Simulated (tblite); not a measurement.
Compound: C7H10Cl2Si.
Numbering: `[CH3:1][C:2]#[C:3][C@@H:4]([Cl:5])[C@H:6]([Cl:7])[C@H:8]1[CH2:9][SiH2:10]1` (hydrogens: H11, H12, H13 on C1; H14 on C4; H15 on C6; H16 on C8; H17, H18 on C9; H19, H20 on Si10)

Computed with GFN2-xTB (tblite), gas phase: L-BFGS steps from a force-field or distance-geometry start until the largest atomic force falls under 0.01 eV/Å.

Step 23: E = -838.5598 eV
```
atom  x, y, z in Å  |  force x, y, z in eV/Å
C1      3.6365   -0.8891    0.4957   -0.013   0.011  -0.007
C2      2.4738   -0.3473   -0.1664   -0.049   0.027  -0.024
C3      1.5189    0.1306   -0.7141    0.014   0.000   0.008
C4      0.3796    0.6615   -1.4206   -0.003  -0.011  -0.022
Cl5    -0.2903   -0.6303   -2.4985    0.000  -0.004   0.010
C6     -0.7488    1.1361   -0.5080    0.022   0.013   0.005
Cl7    -0.1301    2.6420    0.3123    0.007  -0.043   0.004
C8     -1.1714    0.1231    0.4957   -0.036   0.045   0.026
C9     -2.4835    0.3823    1.2562    0.034  -0.017  -0.027
Si10   -2.5769   -1.0797    0.0762   -0.022  -0.002   0.009
H11     3.9803   -1.7759   -0.0349   -0.003  -0.012  -0.003
H12     4.4349   -0.1487    0.5014    0.013   0.010   0.009
H13     3.3942   -1.1597    1.5221   -0.009  -0.002   0.014
H14     0.6939    1.4659   -2.0926   -0.005   0.014   0.005
H15    -1.5934    1.4777   -1.1119    0.022  -0.009   0.015
H16    -0.3424   -0.2133    1.1095   -0.011  -0.010  -0.012
H17    -2.9843    1.3100    1.0131    0.009  -0.007  -0.017
H18    -2.4391    0.2356    2.3261    0.017  -0.006  -0.007
H19    -2.4670   -2.4240    0.6070    0.007   0.007   0.012
H20    -3.2901   -0.8860   -1.1713    0.007  -0.002   0.000
```

Step 24: E = -838.5602 eV
```
atom  x, y, z in Å  |  force x, y, z in eV/Å
C1      3.6346   -0.8885    0.4970   -0.013   0.015  -0.012
C2      2.4723   -0.3448   -0.1645   -0.051   0.022  -0.027
C3      1.5197    0.1335   -0.7160    0.016  -0.006   0.009
C4      0.3792    0.6623   -1.4223    0.004  -0.006  -0.014
Cl5    -0.2926   -0.6300   -2.4963    0.000  -0.020  -0.004
C6     -0.7482    1.1356   -0.5083    0.030   0.025   0.010
Cl7    -0.1255    2.6376    0.3169    0.002  -0.041   0.000
C8     -1.1709    0.1212    0.4939   -0.040   0.052   0.030
C9     -2.4822    0.3815    1.2553    0.036  -0.010  -0.025
Si10   -2.5770   -1.0807    0.0765   -0.023  -0.004   0.007
H11     3.9773   -1.7748   -0.0353   -0.005  -0.012   0.001
H12     4.4336   -0.1486    0.5020    0.015   0.010   0.013
H13     3.3936   -1.1600    1.5237   -0.012   0.001   0.006
H14     0.6906    1.4666   -2.0960    0.000   0.013   0.009
H15    -1.5914    1.4809   -1.1123    0.019  -0.014   0.029
H16    -0.3426   -0.2166    1.1078   -0.006  -0.006  -0.016
H17    -2.9821    1.3088    1.0111    0.001   0.005  -0.022
H18    -2.4375    0.2379    2.3254    0.019  -0.015   0.001
H19    -2.4674   -2.4233    0.6096    0.008  -0.008   0.015
H20    -3.2886   -0.8881   -1.1712   -0.002  -0.001  -0.010
```

**Question.** Estimate the geometry and energy of step 25. (The exact step hangs on the optimiser's Hessian estimate; all steps are aligned on step 24, rigid shifts and turns removed.)

**Answer.** E = -838.5606 eV, largest force 0.047 eV/Å
```
atom  x, y, z in Å  |  force x, y, z in eV/Å
C1      3.6325   -0.8876    0.4983   -0.010   0.016  -0.013
C2      2.4703   -0.3420   -0.1627   -0.030   0.009  -0.019
C3      1.5204    0.1367   -0.7181    0.009  -0.008   0.002
C4      0.3787    0.6632   -1.4244    0.008   0.001  -0.003
Cl5    -0.2949   -0.6301   -2.4941    0.001  -0.032  -0.017
C6     -0.7470    1.1357   -0.5083    0.029   0.025   0.014
Cl7    -0.1208    2.6324    0.3218    0.004  -0.026   0.000
C8     -1.1707    0.1202    0.4926   -0.026   0.035   0.017
C9     -2.4803    0.3808    1.2542    0.019   0.004  -0.012
Si10   -2.5775   -1.0817    0.0770   -0.015  -0.004   0.002
H11     3.9741   -1.7738   -0.0357   -0.009  -0.004   0.007
H12     4.4325   -0.1484    0.5028    0.009   0.005   0.015
H13     3.3930   -1.1603    1.5254   -0.014   0.007  -0.009
H14     0.6873    1.4674   -2.0994    0.005   0.011   0.012
H15    -1.5892    1.4840   -1.1121    0.012  -0.015   0.037
H16    -0.3428   -0.2202    1.1057   -0.002   0.000  -0.017
H17    -2.9798    1.3077    1.0084   -0.007   0.015  -0.023
H18    -2.4357    0.2400    2.3245    0.020  -0.020   0.007
H19    -2.4678   -2.4228    0.6124    0.008  -0.017   0.017
H20    -3.2873   -0.8905   -1.1713   -0.010   0.001  -0.017
```

The energy changes by -0.0004 eV. The first-order estimate −F·Δx gives -0.0006 eV and the mean of the old and new forces, exact on a quadratic surface, -0.0004 eV. The step makes an angle of 76° with the force vector and moves no atom by more than 0.009 Å.

The cost below is that of the whole relaxation. On an Arm Neoverse N1 with one thread, no GPU, shared host, this took 1.3 s.
